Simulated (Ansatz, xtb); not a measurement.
Isomers of C2H8GeOSi in order of energy

3 gas-phase structures of C2H8GeOSi, from a drawn sample of its isomers (lower ones may exist). Each was relaxed with GFN2-xTB:

A. `[SiH3][C@@H]1O[C@H]1[GeH3]`, a singlet
B. `[SiH3][C@@H]1O[C@@H]1[GeH3]`, a singlet
C. `[SiH3][C@@]1([GeH3])CO1`, a singlet

Which do you expect lowest at r2SCAN-D4/def2-SVP, and how would the others follow?

Calculated order at r2SCAN-D4/def2-SVP: C (0.0), A (3.9), B (12.3) kJ/mol. Less than 1 kcal/mol parts C and A, so the order within that pair means little.

Energies above the lowest of each column, in kJ/mol; the last columns are at PBE0-D3(BJ)/def2-SVP geometries:

| structure | GFN2-xTB | HF/STO-3G | r2SCAN-D4/def2-SVP | PBE0-D3(BJ)/def2-SVP | CCSD(T)/def2-SVP + ΔMP2/def2-TZVPP |
| --- | --- | --- | --- | --- | --- |
| C | 2.3 | 12.3 | 0.0 | 0.0 | 0.0 |
| A | 0.0 | 0.0 | 3.9 | 3.7 | 5.2 |
| B | 4.5 | 6.2 | 12.3 | 11.6 | 13.4 |

CCSD(T)/def2-SVP + ΔMP2/def2-TZVPP puts C lowest; GFN2-xTB picks A, HF/STO-3G picks A. ΔMP2 is the change of the MP2 energy from the smaller to the larger basis.

Programs: Ansatz 0.2.0, xtb 6.7.1.
